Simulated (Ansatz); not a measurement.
One change: `C=C[SiH](F)Br` becomes `F[SiH](Br)N[SiH3]`.

Ansatz, PBE0-D4/def2-TZVP geometries, multiplicity 1. Each molecule was computed in one conformer, which needn't be the lowest.

Scalar relativity is left out up to krypton.

```
                                      property  `C=C[SiH](F)Br`
           HOMO energy (B3LYP/def2-TZVPP) / eV            -8.15
         HOMO–LUMO gap (B3LYP/def2-TZVPP) / eV             6.80
         HOMO energy (ωB97M-V/def2-TZVPP) / eV           -10.61
size of the dipole moment (PBE/def2-TZVPP) / D             2.25
          HOMO–LUMO gap (PBE0/def2-TZVPP) / eV             7.26
         LUMO energy (ωB97M-V/def2-TZVPP) / eV             0.96
```

**Question.** Give the same properties after the change, and the shifts. (Estimate.)

**Answer.** Computed: 
```tsv
property	`F[SiH](Br)N[SiH3]`	shift
HOMO energy (B3LYP/def2-TZVPP) / eV	-7.96	0.19
HOMO–LUMO gap (B3LYP/def2-TZVPP) / eV	7.68	0.88
HOMO energy (ωB97M-V/def2-TZVPP) / eV	-10.48	0.13
size of the dipole moment (PBE/def2-TZVPP) / D	1.80	-0.45
HOMO–LUMO gap (PBE0/def2-TZVPP) / eV	8.15	0.89
LUMO energy (ωB97M-V/def2-TZVPP) / eV	1.54	0.58
```

With PBE0 the HOMO rises by 0.20 eV and the LUMO rises by 1.09 eV, so the gap widens by about 0.89 eV. PBE moves the HOMO by 0.33 eV and ωB97M-V by 0.13 eV. Dipoles are sizes alone; their direction can turn.

B3LYP here is the variant with VWN-RPA as its local correlation; programs differ in this.

Spin–orbit coupling is left out; it splits and shifts lone-pair levels of the heavy atoms by tenths of an eV.
